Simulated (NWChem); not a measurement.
System: C$_{3}$H$_{6}$Si; SMILES C=C=C[SiH3]

Here is an NWChem input.

```
start job
memory heap 200 mb stack 900 mb global 1100 mb
geometry units angstroms noautosym nocenter noautoz
  C      0.343141     2.381980     0.211455
  C     -0.200973     1.221577    -0.048934
  C     -0.723592     0.047024    -0.301561
  Si     0.204132    -1.555124    -0.009057
  H      0.913411     2.922927    -0.540521
  H      0.242011     2.849799     1.188296
  H     -1.740828     0.003952    -0.698440
  H     -0.528745    -2.417765     0.959141
  H      0.340698    -2.322819    -1.278175
  H      1.555367    -1.255254     0.528762
end
basis spherical
  * library 6-31g*
end
dft
  xc pbe0
  iterations 150
end
cosmo
  do_cosmo_vem 1
  solvent water
end
tddft
  nroots 3
  target 1
  notriplet
  algorithm 1
  civecs
  grad
    root 1
  end
end
task tddft gradient
```

NWChem printed, in part:

```
             Northwest Computational Chemistry Package (NWChem) 7.3.0
             --------------------------------------------------------

                             Geometry "geometry" -> ""
                             -------------------------

 Output coordinates in angstroms (scale by  1.889725989 to convert to a.u.)

  No.       Tag          Charge          X              Y              Z
 ---- ---------------- ---------- -------------- -------------- --------------
    1 C                    6.0000     0.34314100     2.38198000     0.21145500
    2 C                    6.0000    -0.20097300     1.22157700    -0.04893400
    3 C                    6.0000    -0.72359200     0.04702400    -0.30156100
    4 Si                  14.0000     0.20413200    -1.55512400    -0.00905700
    5 H                    1.0000     0.91341100     2.92292700    -0.54052100
    6 H                    1.0000     0.24201100     2.84979900     1.18829600
    7 H                    1.0000    -1.74082800     0.00395200    -0.69844000
    8 H                    1.0000    -0.52874500    -2.41776500     0.95914100
    9 H                    1.0000     0.34069800    -2.32281900    -1.27817500
   10 H                    1.0000     1.55536700    -1.25525400     0.52876200

 Effective nuclear repulsion energy (a.u.)     135.0107785265

 tddft_input: filename not found; default name will be used

                                 NWChem DFT Module
                                 -----------------

 Summary of "ao basis" -> "ao basis" (spherical)
 ------------------------------------------------------------------------------
       Tag                 Description            Shells   Functions and Types
 ---------------- ------------------------------  ------  ---------------------
 C                           6-31g*                  6       14   3s2p1d
 Si                          6-31g*                  8       18   4s3p1d
 H                           6-31g*                  2        2   2s

 in cosmo_initialize ...
 calling solv_data for solv:h2o

 solvent parameters
 solvname_short: h2o
 solvname_long:  water
 dielec:       78.4000
 dielecinf:     1.7769
 aqueous SMD model solvent descriptors
 dielec:       78.4000
 sola:          0.8200

          ---------------
          -cosmo- solvent
          ---------------
 Cosmo: York-Karplus, doi: 10.1021/jp992097l
 dielectric constant -eps-     =  78.40
 screen = (eps-1)/(eps    )    =   0.98724
 surface charge correction     = lagrangian

   van der Waals surface
 --------------------------

 ---------- ATOMIC COORDINATES (A.U.) ------------ VDWR(ANG.) --
     1    0.64844247    4.50128951    0.39959201     1.850
     2   -0.37978390    2.30844580   -0.09247185     1.850
     3   -1.36739061    0.08886247   -0.56986766     1.850
     4    0.38575355   -2.93875824   -0.01711525     2.470
     5    1.72609650    5.52353111   -1.02143658     1.200
     6    0.45733448    5.38533923    2.24555383     1.200
     7   -3.28968791    0.00746820   -1.31986022     1.200
     8   -0.99918317   -4.56891335    1.81251367     1.200
     9    0.64382586   -4.38949143   -2.41540052     1.200
    10    2.93921744   -2.37208611    0.99921529     1.200
 number of segments per atom =        128
 number of   points per atom =        128
 atom (   nspa,  nppa )
 ----------------------
    1 (     73,     0 )       0
    2 (     51,     0 )       0
    3 (     36,     0 )       0
    4 (    100,     0 )       0
    5 (     56,     0 )       0
    6 (     54,     0 )       0
    7 (     53,     0 )       0
    8 (     35,     0 )       0
    9 (     32,     0 )       0
   10 (     33,     0 )       0
 number of -cosmo- surface points =      523
 molecular surface =    126.222 angstrom**2
 molecular volume  =    102.111 angstrom**3
 -lineq- algorithm             =   0
 -bem- low  level              =   3
 -bem- from -octahedral-
 gaussian surface charge width =   4.50000
 degree of switching           =   1.00000
 switching function tolerance  =   0.00010
 atomic radii =
 --------------
    1  6.000  1.850
    2  6.000  1.850
    3  6.000  1.850
    4 14.000  2.470
    5  1.000  1.200
    6  1.000  1.200
    7  1.000  1.200
    8  1.000  1.200
    9  1.000  1.200
   10  1.000  1.200
 ...... end of -cosmo- initialization ......

 nat:                    10
 ixmem:                  5529
 calling mnsol_interface()
 G(SMD-CDS) energy (kcal/mol)  =     4.391
 SMD-CDS SASA (angstrom**2)    =   148.402

[...]

                          COSMO-VEM solvation results
                          ---------------------------
 Reference for the VEM model:
 Marenich, A. V.; Cramer, C. J.; Truhlar, D. G.; Guido, C. A.; Mennucci, B.;
 Scalmani, G.; Frisch, M. J. Chem. Sci. 2011, 2, 2143

 excitation spectrum data:  GS = initial state, ES = final state
 iteration #1
 (1)          GS equilibrium total free energy =      -407.0605530392
 (2)               GS polarization free energy =        -0.0044268360 (   -0.1205 eV)
 (3)                 GSRF ES total free energy =      -406.8554414576
 (4)          GSRF ES polarization free energy =        -0.0029154338 (   -0.0793 eV)
 (5)          GSRF excitation energy (3) - (1) =         0.2051115816 (    5.5814 eV)
 (6)                cGSRF ES total free energy =      -406.8572045838
 (7)         cGSRF ES polarization free energy =        -0.0046785600 (   -0.1273 eV)
 (8)        fast polarization component of (7) =        -0.0030542768 (   -0.0831 eV)
 (9)                 1/2 * delV * delQdyn term =        -0.0017631262 (   -0.0480 eV)
 (10)        cGSRF excitation energy (6) - (1) =         0.2033484554 (    5.5334 eV)

[next cycle's SCF and response left out]

                          COSMO-VEM solvation results
                          ---------------------------
 Reference for the VEM model:
 Marenich, A. V.; Cramer, C. J.; Truhlar, D. G.; Guido, C. A.; Mennucci, B.;
 Scalmani, G.; Frisch, M. J. Chem. Sci. 2011, 2, 2143

 excitation spectrum data:  GS = initial state, ES = final state
 iteration #2
 (1)          GS equilibrium total free energy =      -407.0605530392
 (2)               GS polarization free energy =        -0.0044268360 (   -0.1205 eV)
 (3)                 GSRF ES total free energy =      -406.8554414576
 (4)          GSRF ES polarization free energy =        -0.0029159483 (   -0.0793 eV)
 (5)          GSRF excitation energy (3) - (1) =         0.2051115816 (    5.5814 eV)
 (6)                  VEM ES total free energy =      -406.8589783129
 (7)           VEM ES polarization free energy =        -0.0047273980 (   -0.1286 eV)
 (8)        fast polarization component of (7) =        -0.0031028282 (   -0.0844 eV)
 (9)                 1/2 * delV * delQdyn term =        -0.0018114498 (   -0.0493 eV)
 (10) VEM vertical excitation energy (6) - (1) =         0.2015747263 (    5.4851 eV)

[next cycle's SCF and response left out]

                          COSMO-VEM solvation results
                          ---------------------------
 Reference for the VEM model:
 Marenich, A. V.; Cramer, C. J.; Truhlar, D. G.; Guido, C. A.; Mennucci, B.;
 Scalmani, G.; Frisch, M. J. Chem. Sci. 2011, 2, 2143

 excitation spectrum data:  GS = initial state, ES = final state
 iteration #3
 (1)          GS equilibrium total free energy =      -407.0605530392
 (2)               GS polarization free energy =        -0.0044268360 (   -0.1205 eV)
 (3)                 GSRF ES total free energy =      -406.8554414576
 (4)          GSRF ES polarization free energy =        -0.0029160062 (   -0.0793 eV)
 (5)          GSRF excitation energy (3) - (1) =         0.2051115816 (    5.5814 eV)
 (6)                  VEM ES total free energy =      -406.8590472910
 (7)           VEM ES polarization free energy =        -0.0047279975 (   -0.1287 eV)
 (8)        fast polarization component of (7) =        -0.0031033954 (   -0.0844 eV)
 (9)                 1/2 * delV * delQdyn term =        -0.0018119913 (   -0.0493 eV)
 (10) VEM vertical excitation energy (6) - (1) =         0.2015057482 (    5.4833 eV)

[next cycle's SCF and response left out]

                          COSMO-VEM solvation results
                          ---------------------------
 Reference for the VEM model:
 Marenich, A. V.; Cramer, C. J.; Truhlar, D. G.; Guido, C. A.; Mennucci, B.;
 Scalmani, G.; Frisch, M. J. Chem. Sci. 2011, 2, 2143

 excitation spectrum data:  GS = initial state, ES = final state
 iteration #4
 (1)          GS equilibrium total free energy =      -407.0605530392
 (2)               GS polarization free energy =        -0.0044268360 (   -0.1205 eV)
 (3)                 GSRF ES total free energy =      -406.8554414576
 (4)          GSRF ES polarization free energy =        -0.0029160066 (   -0.0793 eV)
 (5)          GSRF excitation energy (3) - (1) =         0.2051115816 (    5.5814 eV)
 (6)                  VEM ES total free energy =      -406.8590481064
 (7)           VEM ES polarization free energy =        -0.0047280029 (   -0.1287 eV)
 (8)        fast polarization component of (7) =        -0.0031034006 (   -0.0844 eV)
 (9)                 1/2 * delV * delQdyn term =        -0.0018119963 (   -0.0493 eV)
 (10) VEM vertical excitation energy (6) - (1) =         0.2015049328 (    5.4832 eV)

 VEM vertical excitation energy converged
```

Level: PBE0/6-31G* (spherical d), TDDFT with the vertical excitation model on SMD. Coordinates come from a B3LYP/6-31G* (spherical d) optimisation. Solvent: water.
